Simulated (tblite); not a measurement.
Compound: C6H8ClNS.
Numbering: `[CH3:1][N:2]([CH3:3])[c:4]1[cH:5][s:6][cH:7][c:8]1[Cl:9]` (hydrogens: H10, H11, H12 on C1; H13, H14, H15 on C3; H16 on C5; H17 on C7)

Computed with GFN2-xTB (tblite): harmonic, unscaled wavenumbers at the GFN2-xTB geometry, gas phase. Against measured fundamentals such values can be off by several per cent, at times by over 20.

Harmonic wavenumbers (cm⁻¹): 69.9, 127.3, 153.3, 198.5, 209.3, 236.9, 282.3, 330.5, 353.6, 394.0, 429.4, 499.3, 536.4, 620.0, 688.8, 694.9, 741.4, 873.4, 885.3, 927.0, 1032.8, 1048.0, 1083.8, 1127.3, 1128.3, 1136.4, 1225.1, 1271.4, 1366.8, 1410.0, 1420.6, 1471.3, 1472.5, 1483.9, 1490.0, 1497.5, 1560.8, 2881.9, 2885.4, 2999.8, 3009.9, 3025.8, 3071.3, 3175.3, 3184.6.

A = 1425, B = 1130, C = 661.2 MHz; mass 161.007 u (most abundant isotopes); point group C1, symmetry number 1.

Task: Zero-point energy?

Result: Half the sum of the wavenumbers: 27856 cm⁻¹ = 79.64 kcal/mol.

Task: What is S at 350 K and 1 bar for an ideal gas of classical rigid rotors and harmonic oscillators?

Result: Translation 41.96, rotation 30.57, vibration 30.18: S = 102.7 cal/(mol K).

Task: And Cp and H(350 K) − H(0)?

Result: Cp = 41.85 cal/(mol K), of which vibrations give 33.90 (their classical limit is 45 R = 89.4); H(350 K) − H(0) = 8.70 kcal/mol without the zero-point energy, 5.91 from vibrations.

Task: What must be added to the electronic energy to get the Gibbs energy at 350 K and 1 bar?

Result: ZPE + [H(350 K) − H(0)] − T·S = 79.64 + 8.70 − 35.95 = 52.39 kcal/mol.

Task: Blend soft modes into free rotors: weight 1/[1 + (100 cm⁻¹/ν̃)⁴] for the oscillator and the rest for a rotor with moment μB/(μ + B), μ = h/(8π²ν), B = 10⁻⁴⁴ kg m². What vibrational entropy results?

Result: 29.10 cal/(mol K) in place of 30.18, which changes −T·S at 350 K by +0.38 kcal/mol.

Hindered rotation and anharmonicity are outside this model. The structure is chiral; the term R ln 2 for an equal mix with its mirror image is left out.

Conformer computed: `[CH3:1][N:2]([CH3:3])[c:4]1[cH:5][s:6][cH:7][c:8]1[Cl:9]`: C1–N2–C4–C5 -10°.
